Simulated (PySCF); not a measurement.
H7Si3 (SMILES [SiH2][SiH2][SiH3]), doublet, geometry from GFN2-xTB; DF-B3LYP/6-311G** (PySCF).

Here is a job for PySCF.
```python
from pyscf import gto, scf, dft

mol = gto.M(
    atom='''
Si    1.93979745    0.47165961    0.10091883
Si    0.05332804   -0.63234908   -0.54160016
Si   -1.87730055    0.14500050    0.46169226
H     3.28672394    0.02470814   -0.26281169
H     1.98987865    1.93358010    0.02028201
H    -0.17751861   -0.71822834   -2.00276084
H     0.27841266   -2.04606664   -0.17893111
H    -2.94853390   -0.85021347    0.52993420
H    -2.43260727    1.30498691   -0.23887599
H    -1.61790441    0.57087873    1.83901062
''',
    basis='6-311g**',
    spin=1,
    verbose=4,
    symmetry=True,
)

mf = dft.UKS(mol)
mf.xc = 'b3lyp'
mf = mf.density_fit(auxbasis='def2-universal-jkfit')
mf.kernel()
mf.analyze()
```

**Question.** Write the output that PySCF gives for this input, abridged.

**Answer.** 
```
PySCF version 2.14.0

[INPUT] verbose = 4
[INPUT] num. atoms = 10
[INPUT] num. electrons = 49
[INPUT] charge = 0
[INPUT] spin (= nelec alpha-beta = 2S) = 1
[INPUT] symmetry True subgroup None
[INPUT] Mole.unit = angstrom
[INPUT] Symbol           X                Y                Z      unit          X                Y                Z       unit  Magmom
[...]
nuclear repulsion = 184.927297993808
point group symmetry = C1
symmetry origin: [0. 0. 0.]
symmetry axis x: [1. 0. 0.]
symmetry axis y: [0. 1. 0.]
symmetry axis z: [0. 0. 1.]
num. orbitals of irrep A = 120
number of shells = 64
number of NR pGTOs = 191
number of NR cGTOs = 120
basis = 6-311g**
ecp = {}

******** <class 'pyscf.df.df_jk.DFUKS'> ********
method = DFUKS
initial guess = minao
damping factor = 0
level_shift factor = 0
DIIS = <class 'pyscf.scf.diis.CDIIS'>
diis_start_cycle = 1
diis_space = 8
diis_damp = 0
SCF conv_tol = 1e-09
SCF conv_tol_grad = None
SCF max_cycles = 50
direct_scf = False
number electrons alpha = 25  beta = 24
XC library pyscf.dft.libxc version 7.1.2
    S. Lehtola, C. Steigemann, M. J. T. Oliveira, and M. A. L. Marques,  SoftwareX 7, 1–5 (2018)
XC functionals = b3lyp
    P. J. Stephens, F. J. Devlin, C. F. Chabalowski, and M. J. Frisch,  J. Phys. Chem. 98, 11623 (1994)
radial grids:
    Treutler-Ahlrichs [JCP 102, 346 (1995); DOI:10.1063/1.469408] (M4) radial grids

becke partition: Becke, JCP 88, 2547 (1988); DOI:10.1063/1.454033
pruning grids: <function nwchem_prune>
grids dens level: 3
symmetrized grids: True
atomic radii adjust function: <function treutler_atomic_radii_adjust>
small_rho_cutoff = 0
Set gradient conv threshold to 3.16228e-05
tot grids = 126200
******** <class 'pyscf.df.df.DF'> ********
auxbasis = def2-universal-jkfit
init E= -872.498232455225

cycle= 1 E= -872.701576240708  delta_E= -0.203  |g|= 0.152  |ddm|= 1.63
cycle= 2 E= -872.707628514374  delta_E= -0.00605  |g|= 0.0767  |ddm|= 0.209
cycle= 3 E= -872.709929261094  delta_E= -0.0023  |g|= 0.02  |ddm|= 0.0937
cycle= 4 E= -872.710211167415  delta_E= -0.000282  |g|= 0.00465  |ddm|= 0.0329
cycle= 5 E= -872.710230246169  delta_E= -1.91e-05  |g|= 0.00123  |ddm|= 0.00852
cycle= 6 E= -872.710231345872  delta_E= -1.1e-06  |g|= 0.000404  |ddm|= 0.00193
cycle= 7 E= -872.7102315179  delta_E= -1.72e-07  |g|= 0.00011  |ddm|= 0.000991
cycle= 8 E= -872.710231531375  delta_E= -1.35e-08  |g|= 3.68e-05  |ddm|= 0.000245
cycle= 9 E= -872.710231532916  delta_E= -1.54e-09  |g|= 8.8e-06  |ddm|= 7.31e-05
cycle= 10 E= -872.710231532995  delta_E= -7.87e-11  |g|= 3.97e-06  |ddm|= 2.06e-05
Extra cycle  E= -872.710231533001  delta_E= -5.91e-12  |g|= 3.41e-06  |ddm|= 9.61e-06
converged SCF energy = -872.710231533001  <S^2> = 0.75283472  2S+1 = 2.0028327
**** SCF Summaries ****
Total Energy =                        -872.710231533000979
Nuclear Repulsion Energy =             184.927297993807969
One-electron Energy =                -1576.458009762325901
Two-electron Energy =                  518.820480235516925
Two-electron Coulomb Energy =          584.267917464646189
DFT Exchange-Correlation Energy =      -65.447437229129207
**** MO energy ****
                             alpha | beta                alpha | beta
[...]
To work with the spin densities directly, `use mulliken_meta_spin()` only printing them here.

 ** Mulliken spin pop alpha/beta on meta-lowdin orthogonal AOs **
 ** Mulliken Spin Density (per AO)  **
spin_pop of  0 Si 1s       -0.00000
spin_pop of  0 Si 2s        0.00001
spin_pop of  0 Si 3s        0.08896
spin_pop of  0 Si 4s        0.00024
spin_pop of  0 Si 5s       -0.00000
spin_pop of  0 Si 6s        0.00005
spin_pop of  0 Si 2px      -0.00000
spin_pop of  0 Si 2py      -0.00000
spin_pop of  0 Si 2pz       0.00004
spin_pop of  0 Si 3px       0.01325
spin_pop of  0 Si 3py       0.03669
spin_pop of  0 Si 3pz       0.83429
spin_pop of  0 Si 4px       0.00014
spin_pop of  0 Si 4py       0.00025
spin_pop of  0 Si 4pz       0.00120
spin_pop of  0 Si 5px      -0.00006
spin_pop of  0 Si 5py      -0.00007
spin_pop of  0 Si 5pz       0.00006
spin_pop of  0 Si 6px      -0.00000
spin_pop of  0 Si 6py      -0.00000
spin_pop of  0 Si 6pz       0.00002
spin_pop of  0 Si 3dxy      0.00002
spin_pop of  0 Si 3dyz     -0.00007
spin_pop of  0 Si 3dz^2    -0.00074
spin_pop of  0 Si 3dxz     -0.00008
spin_pop of  0 Si 3dx2-y2   -0.00005
spin_pop of  1 Si 1s        0.00000
spin_pop of  1 Si 2s        0.00000
spin_pop of  1 Si 3s       -0.00023
spin_pop of  1 Si 4s        0.00005
spin_pop of  1 Si 5s        0.00001
spin_pop of  1 Si 6s        0.00001
spin_pop of  1 Si 2px      -0.00000
spin_pop of  1 Si 2py      -0.00000
spin_pop of  1 Si 2pz      -0.00000
spin_pop of  1 Si 3px       0.00087
spin_pop of  1 Si 3py       0.00557
spin_pop of  1 Si 3pz      -0.01178
spin_pop of  1 Si 4px      -0.00029
spin_pop of  1 Si 4py      -0.00009
spin_pop of  1 Si 4pz       0.00038
spin_pop of  1 Si 5px      -0.00001
spin_pop of  1 Si 5py       0.00002
spin_pop of  1 Si 5pz       0.00007
spin_pop of  1 Si 6px       0.00000
spin_pop of  1 Si 6py       0.00000
spin_pop of  1 Si 6pz       0.00000
spin_pop of  1 Si 3dxy      0.00010
spin_pop of  1 Si 3dyz      0.00009
spin_pop of  1 Si 3dz^2     0.00111
spin_pop of  1 Si 3dxz      0.00093
spin_pop of  1 Si 3dx2-y2   -0.00008
spin_pop of  2 Si 1s        0.00000
spin_pop of  2 Si 2s        0.00000
spin_pop of  2 Si 3s        0.00051
spin_pop of  2 Si 4s        0.00001
spin_pop of  2 Si 5s        0.00000
spin_pop of  2 Si 6s        0.00000
spin_pop of  2 Si 2px       0.00000
spin_pop of  2 Si 2py      -0.00000
spin_pop of  2 Si 2pz      -0.00000
spin_pop of  2 Si 3px      -0.00021
spin_pop of  2 Si 3py      -0.00053
spin_pop of  2 Si 3pz      -0.00037
spin_pop of  2 Si 4px       0.00011
spin_pop of  2 Si 4py       0.00007
spin_pop of  2 Si 4pz       0.00003
spin_pop of  2 Si 5px       0.00002
spin_pop of  2 Si 5py       0.00001
spin_pop of  2 Si 5pz      -0.00000
spin_pop of  2 Si 6px       0.00000
spin_pop of  2 Si 6py       0.00000
spin_pop of  2 Si 6pz      -0.00000
spin_pop of  2 Si 3dxy     -0.00002
spin_pop of  2 Si 3dyz     -0.00001
spin_pop of  2 Si 3dz^2    -0.00001
spin_pop of  2 Si 3dxz      0.00010
spin_pop of  2 Si 3dx2-y2    0.00002
spin_pop of  3 H 1s       -0.01027
spin_pop of  3 H 2s        0.00011
spin_pop of  3 H 3s        0.00007
spin_pop of  3 H 2px      -0.00014
spin_pop of  3 H 2py       0.00000
spin_pop of  3 H 2pz      -0.00003
spin_pop of  4 H 1s       -0.01238
spin_pop of  4 H 2s        0.00011
spin_pop of  4 H 3s        0.00007
spin_pop of  4 H 2px       0.00000
spin_pop of  4 H 2py      -0.00020
spin_pop of  4 H 2pz       0.00005
spin_pop of  5 H 1s        0.04812
spin_pop of  5 H 2s        0.00089
spin_pop of  5 H 3s        0.00052
spin_pop of  5 H 2px       0.00001
spin_pop of  5 H 2py      -0.00000
spin_pop of  5 H 2pz       0.00021
spin_pop of  6 H 1s        0.00257
spin_pop of  6 H 2s        0.00005
spin_pop of  6 H 3s        0.00006
spin_pop of  6 H 2px       0.00001
spin_pop of  6 H 2py       0.00004
spin_pop of  6 H 2pz       0.00001
spin_pop of  7 H 1s       -0.00090
spin_pop of  7 H 2s       -0.00001
spin_pop of  7 H 3s       -0.00000
spin_pop of  7 H 2px       0.00000
spin_pop of  7 H 2py      -0.00000
spin_pop of  7 H 2pz       0.00000
spin_pop of  8 H 1s        0.00057
spin_pop of  8 H 2s        0.00000
spin_pop of  8 H 3s        0.00000
spin_pop of  8 H 2px       0.00000
spin_pop of  8 H 2py       0.00000
spin_pop of  8 H 2pz       0.00000
spin_pop of  9 H 1s       -0.00033
spin_pop of  9 H 2s        0.00017
spin_pop of  9 H 3s        0.00001
spin_pop of  9 H 2px       0.00001
spin_pop of  9 H 2py       0.00000
spin_pop of  9 H 2pz       0.00001
 ** Mulliken Spin Density (per atom)  **
spin density of  0 Si =      0.97413
spin density of  1 Si =     -0.00327
spin density of  2 Si =     -0.00027
spin density of  3 H =     -0.01026
spin density of  4 H =     -0.01235
spin density of  5 H =      0.04974
spin density of  6 H =      0.00274
spin density of  7 H =     -0.00091
spin density of  8 H =      0.00058
spin density of  9 H =     -0.00014
 ** Mulliken pop alpha/beta on meta-lowdin orthogonal AOs **
 ** Mulliken pop       alpha | beta **
In total            25.00000 | 24.00000
 ** Mulliken atomic charges   ( Nelec_alpha | Nelec_beta ) **
charge of  0Si =      0.11312  (     7.43050      6.45638 )
charge of  1Si =      0.13730  (     6.92971      6.93298 )
charge of  2Si =      0.25137  (     6.87418      6.87445 )
charge of  3H =     -0.05710  (     0.52342      0.53368 )
charge of  4H =     -0.06643  (     0.52704      0.53939 )
charge of  5H =     -0.07409  (     0.56192      0.51217 )
charge of  6H =     -0.06885  (     0.53580      0.53306 )
charge of  7H =     -0.07434  (     0.53671      0.53763 )
charge of  8H =     -0.07943  (     0.54000      0.53943 )
charge of  9H =     -0.08155  (     0.54071      0.54084 )
Dipole moment(X, Y, Z, Debye): -0.11771, -0.09747, -0.07271
```
